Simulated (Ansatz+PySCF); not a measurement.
The numbers below are computed, except where a source is named.
Input for Ansatz (development build ahead of 0.2.0):

```yaml
crystal:
  periodic: [false, false, false]
  atoms:
    - { symbol: "Y", position_ang: [0.0, 0.0, -0.30492] }
    - { symbol: O, position_ang: [0.0, 0.0, 1.48647] }
basis:
  gaussian: { orbitals: def2-SVP }
magnetization:
  initial_magnetization: 1
hamiltonian:
  xc: r2scan
```

The input is written out in the form of the current development build from the run's settings. The basis set brings a core potential for Y, so the total leaves out those core electrons.

The run gave:

- Converged: yes
- Total energy: -113.45558 hartree
- Stability test: minimum among restricted orbitals
